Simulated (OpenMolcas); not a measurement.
**Ir7+: effect of correlating more closed shells**

```yaml
Program: OpenMolcas 26.06
Basis: ANO-RCC-VQZP [9s8p6d4f2g1h]
Scalar_Hamiltonian: DKH2, point nucleus
Active_space: 2 electrons in 5 orbitals (5d)
State_averaging: 2S+1 = 3 even, 10 roots; 2S+1 = 1 even, 15 roots
Spin-orbit_coupling: state interaction with AMFI integrals over the reference wave functions, term energies averaged over their components
```

Methods on the same reference wave functions:
A. CASSCF
B. SS-CASPT2, IPEA 0.25 Eh, imaginary shift 0.1 Eh (closed shells correlated: none)
C. SS-CASPT2, IPEA 0.25 Eh, imaginary shift 0.1 Eh (closed shells correlated: 5s 5p)

Energies in eV above 5d² ³F₂, the measured ground level; measured values from van het Hof, Joshi, Wyart and Sugar, J. Res. Natl. Inst. Stand. Technol. 100, 687 (1995).

| Level | A | B | C | Measured |
| --- | --- | --- | --- | --- |
| 5d² ³F₂ | 0.0000 | 0.0000 | 0.0000 | 0.0000 |
| 5d² ³F₃ | 1.4904 | 1.529 | 1.536 | 1.5711 |
| 5d² ³P₀ | 2.4533 | 2.253 | 2.218 | 2.1392 |
| 5d² ³F₄ | 2.6521 | 2.663 | 2.645 | 2.6799 |
| 5d² ³P₁ | 3.3678 | 3.249 | 3.187 | 3.1270 |
| 5d² ¹G₄ | 4.7161 | 4.606 | 4.501 | 4.4948 |
| 5d² ³P₂ [55 %] | 5.0269 | 4.844 | 4.793 | 4.8203 |
| 5d² ¹S₀ | 8.8399 | 7.966 | 8.134 | 8.0617 |

Deviations, from unrounded energies. A percentage is the sum of absolute deviations over the sum of measured energies, with the sign that they share, or ± where signs differ.

| Against measurement | Levels | A | B | C |
| --- | --- | --- | --- | --- |
| mean absolute deviation (cm-1) | 7 | 2200 | 610 | 360 |
| fine structure of the ground term (%) | 2 | -2.6 | -1.4 | -1.7 |
| other terms of the ground configuration (%) | 5 | +7.8 | ±2.1 | ±1.1 |

C lies closest to measurement on these levels and A furthest from it. The largest miss of C in the table is 5d² ³P₀, by +640 cm-1. The ranking rests on the paired levels alone, and a cruder setting can come out closer through cancelling errors.

Between B and C the level of the table that moves most is 5d² ¹S₀, by 1300 cm-1 (lowest in B, highest in C). Moves below CASPT2's spread within the term are not significant.

The mean deviations of B to C differ by less than CASPT2's widest spread within a term (490 cm-1), so their order carries little weight.

From A to B the spin-free energies of the other terms of 5d² shown, above ³F, scale by factors of 0.85 to 0.93, as is usual when dynamic correlation screens the repulsion within a d or f shell.

The lowest spin-free term lies below A's lowest term by 0.005 hartree in B, 0.245 hartree in C.

What an inner shell adds also hangs on whether the basis holds functions to correlate it.

CASPT2 breaks the degeneracy within a term, and the mean is taken; among the terms shown or strongly mixed into the levels shown the widest spread is 490 cm-1 (5d² ³F, C). Without dynamic correlation excited terms often stand tens of per cent too high (terms of higher spin than the ground term too low), and those without a measured partner can miss by more than the paired ones (holds for A). Computed and measured levels are paired by configuration, term and J; levels that our copy of the source lacks, or whose pairing is in doubt (as where it misses far off the trend of its configuration), stay unpaired and out of the deviations. Only configurations of the active space appear. Levels that lie high or do not pair safely by name in every column are left out.

A share in square brackets marks a mixed level and gives the weight of the term that names it, the lowest over the columns.
